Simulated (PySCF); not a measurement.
# Ionisation energy of O⁺ by level of theory

O⁺ [He] 2s2 2p3 [2p1/2^2 2p3/2^1, M_J = 3/2] → O²⁺ [He] 2s2 2p2 [2p1/2^2, M_J = 0], as a difference of total energies. Calculation: PySCF 2.14, in an even-tempered Gaussian basis (20 s from 0.06 bohr⁻², ratio 2.4; 12 p from 0.077 bohr⁻², ratio 2.4; 6 d from 1.1 bohr⁻², ratio 2.6; 5 f from 1.6 bohr⁻², ratio 2.6); the two-component X2C-1e Hamiltonian. Correlated levels: nothing frozen; the 30 highest virtual spinors dropped. "Screened" scales the spin-orbit matrix elements by Boettger's factors to mimic the two-electron term; Breit and QED terms are absent.

| method | ionisation energy (eV) |
| --- | --- |
| GHF (spin-free) | 34.651 |
| GMP2 (spin-free) | 35.222 |
| GHF (screened spin-orbit) | 34.635 |
| GMP2 (screened spin-orbit) | 35.206 |

**Question.** How much does correlation contribute at GMP2 (screened spin-orbit)?

**Answer.** 35.206 − (34.635) = 0.571 eV, measured against GHF (screened spin-orbit).

The labels give the starting determinants; with spin-orbit coupling the two ends relaxed to ⟨J²⟩ = 3.76, ⟨L²⟩ = 0.00, ⟨S²⟩ = 3.76 and ⟨J²⟩ = 1.99, ⟨L²⟩ = 2.00, ⟨S²⟩ = 2.00.

The determinant of O²⁺ mixes levels of different J (the jj label is only the starting occupation), so the difference between spin-free and spin-orbit rows is not the physical spin-orbit shift.

For comparison: 35.121 eV (measured; NIST Atomic Spectra Database, ionization energies).
